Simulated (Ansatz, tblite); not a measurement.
Removing and adding an electron: Be3Se2 (the lowest singlet isomer of a short search). The state is a singlet with charge 0. Geometry: r2SCAN-D4/def2-SVP. Ansatz, gas phase; energy differences of separate SCF runs; the oxidised species was run as a doublet alone; the reduced species was run as a doublet alone.

```xyz
5

Be    0.7312   -0.0457    0.5345
Be   -0.7326   -0.9175   -0.9637
Be   -1.0616    1.0297   -0.3478
Se    0.8590   -1.9728   -0.2250
Se    0.2039    1.9063    1.0021
```

The xTB rows come from tblite. HOMO above LUMO, or a gap near zero within one spin, warns that the state may not be the lowest or that an electron is smeared out. The structure comes from a short search, and lower isomers may exist.

**Question.** Estimate orbital energies and vertical ionisation energies and electron affinities at: GFN1-xTB; GFN2-xTB; PBE-D4/def2-TZVP; PBE-D4/def2-TZVPD; r2SCAN-D4/def2-TZVP; r2SCAN-D4/def2-TZVPD; PBE0-D4/def2-TZVP; PBE0-D4/def2-TZVPD.

**Answer.** 
```json
{"level": "GFN1-xTB", "−HOMO (eV)": "9.18", "vertical IE (eV)": "12.18", "−LUMO (eV)": "6.80", "vertical EA (eV)": "3.83", "HOMO–LUMO gap (eV)": "2.38", "IE − EA (eV)": "8.35", "remarks": "–"}
{"level": "GFN2-xTB", "−HOMO (eV)": "11.13", "vertical IE (eV)": "13.27", "−LUMO (eV)": "7.96", "vertical EA (eV)": "5.49", "HOMO–LUMO gap (eV)": "3.17", "IE − EA (eV)": "7.78", "remarks": "–"}
{"level": "PBE-D4/def2-TZVP", "−HOMO (eV)": "5.75", "vertical IE (eV)": "8.41", "−LUMO (eV)": "3.47", "vertical EA (eV)": "–", "HOMO–LUMO gap (eV)": "2.28", "IE − EA (eV)": "–", "remarks": "gap within one spin near zero (+1 doublet)"}
{"level": "PBE-D4/def2-TZVPD", "−HOMO (eV)": "5.78", "vertical IE (eV)": "–", "−LUMO (eV)": "3.50", "vertical EA (eV)": "1.43", "HOMO–LUMO gap (eV)": "2.28", "IE − EA (eV)": "–", "remarks": "HOMO above zero (-1 doublet)"}
{"level": "r2SCAN-D4/def2-TZVP", "−HOMO (eV)": "5.97", "vertical IE (eV)": "8.41", "−LUMO (eV)": "3.26", "vertical EA (eV)": "–", "HOMO–LUMO gap (eV)": "2.71", "IE − EA (eV)": "–", "remarks": "–"}
{"level": "r2SCAN-D4/def2-TZVPD", "−HOMO (eV)": "5.98", "vertical IE (eV)": "–", "−LUMO (eV)": "3.27", "vertical EA (eV)": "1.43", "HOMO–LUMO gap (eV)": "2.71", "IE − EA (eV)": "–", "remarks": "HOMO above zero (-1 doublet)"}
{"level": "PBE0-D4/def2-TZVP", "−HOMO (eV)": "6.76", "vertical IE (eV)": "8.58", "−LUMO (eV)": "2.75", "vertical EA (eV)": "–", "HOMO–LUMO gap (eV)": "4.01", "IE − EA (eV)": "–", "remarks": "–"}
{"level": "PBE0-D4/def2-TZVPD", "−HOMO (eV)": "6.78", "vertical IE (eV)": "–", "−LUMO (eV)": "2.77", "vertical EA (eV)": "1.38", "HOMO–LUMO gap (eV)": "4.01", "IE − EA (eV)": "–", "remarks": "HOMO above zero (-1 doublet)"}
```

   A HOMO above zero means that the electron is unbound at that level or that self-interaction error raises the level; the energy of removing that electron tells which. Raw xTB energy differences between charge states are shifted by several eV; the methods need an empirical correction for them.
